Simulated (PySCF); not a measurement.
1,3-butanesultone, C4H8O3S.
SMILES with atom numbers: `[CH3:1][C@H:2]1[CH2:3][CH2:4][S:5](=[O:6])(=[O:7])[O:8]1` (hydrogens: H9, H10, H11 on C1; H12 on C2; H13, H14 on C3; H15, H16 on C4)

All values: CAM-B3LYP/def2-SVPD (PySCF, non-relativistic), on one gas-phase PBE0-D3(BJ)/def2-SVP geometry that isn't relaxed in the solvent. The solvent is an IEF-PCM continuum (Bondi radii, 1.10 Å for H, scaled by 1.2), and excitations are vertical TDDFT with non-equilibrium linear response and a frozen core. Specific hydrogen bonds and non-electrostatic terms are outside this model.

Gas-phase singlets (H = HOMO, L = LUMO):

| state | E (eV) | λ (nm) | f | leading configuration |
| --- | --- | --- | --- | --- |
| S1 | 7.905 | 157 | 0.001 | H→L 42% |
| S2 | 8.162 | 152 | 0.009 | H→L+1 46% |
| S3 | 8.343 | 149 | 0.001 | H→L 24% |
| S4 | 8.498 | 146 | 0.026 | H-1→L+1 37% |
| S5 | 8.557 | 145 | 0.026 | H-1→L 49% |

Task: What are the lowest 5 singlets in chloroform (ε = 4.711)?

Result: 
| state | E (eV) | λ (nm) | f | leading configuration | change by rank (eV) |
| --- | --- | --- | --- | --- | --- |
| S1 | 7.940 | 156 | 0.002 | H→L 62% | +0.035 |
| S2 | 8.299 | 149 | 0.016 | H→L+1 37% | +0.137 |
| S3 | 8.511 | 146 | 0.064 | H-1→L 34% | +0.168 |
| S4 | 8.589 | 144 | 0.008 | H→L+1 30% | +0.091 |
| S5 | 8.646 | 143 | 0.028 | H-2→L 42% | +0.089 |

Task: Give the list for dimethylsulfoxide (ε = 46.83), n² = 2.19.

Result: 
| state | E (eV) | λ (nm) | f | leading configuration | change by rank (eV) |
| --- | --- | --- | --- | --- | --- |
| S1 | 7.920 | 157 | 0.003 | H→L 68% | +0.015 |
| S2 | 8.322 | 149 | 0.021 | H→L+4 37% | +0.160 |
| S3 | 8.498 | 146 | 0.075 | H-1→L 60% | +0.155 |
| S4 | 8.643 | 143 | 0.012 | H-2→L 24% | +0.145 |
| S5 | 8.662 | 143 | 0.017 | H→L+1 35% | +0.105 |

Task: How do the frontier levels move from gas to dimethylsulfoxide?

Result: 
```
orbital  gas (eV)  solvent (eV)  change (eV)                  Löwdin shares, gas              Löwdin shares, solvent
 LUMO+2      1.50          1.73        +0.23  S5 28 %, C1 10 %, H10 8 %, H15 8 %     S5 41 %, C1 9 %, O7 9 %, O6 8 %
 LUMO+1      1.23          1.45        +0.22   S5 32 %, H16 9 %, H12 9 %, C4 6 %   S5 32 %, H13 9 %, C3 8 %, H12 8 %
   LUMO      0.80          1.01        +0.21  C3 14 %, S5 12 %, H14 10 %, C1 9 %   S5 40 %, O6 11 %, O7 10 %, O8 9 %
   HOMO     -9.97        -10.08        -0.11   O8 31 %, O7 30 %, O6 24 %, C1 5 %   O8 35 %, O7 22 %, O6 13 %, C1 9 %
 HOMO-1    -10.56        -10.68        -0.12  O7 44 %, O6 15 %, C4 14 %, S5 11 %  O7 27 %, O6 23 %, C4 16 %, S5 11 %
 HOMO-2    -10.73        -10.84        -0.11    O6 51 %, O7 17 %, C4 8 %, S5 8 %    O7 27 %, O6 22 %, C3 9 %, C4 7 %
 HOMO-3    -11.24        -11.08        +0.16  O6 19 %, O7 15 %, O8 13 %, C2 13 %   O6 23 %, C2 15 %, C3 11 %, C1 9 %
```

The HOMO–LUMO gap goes from 10.77 to 11.09 eV. Rows go by rank; for HOMO-3, HOMO-2, HOMO-1, LUMO, LUMO+1 and LUMO+2 the atom shares or the degeneracy differ between the runs, so the row needn't follow one orbital.
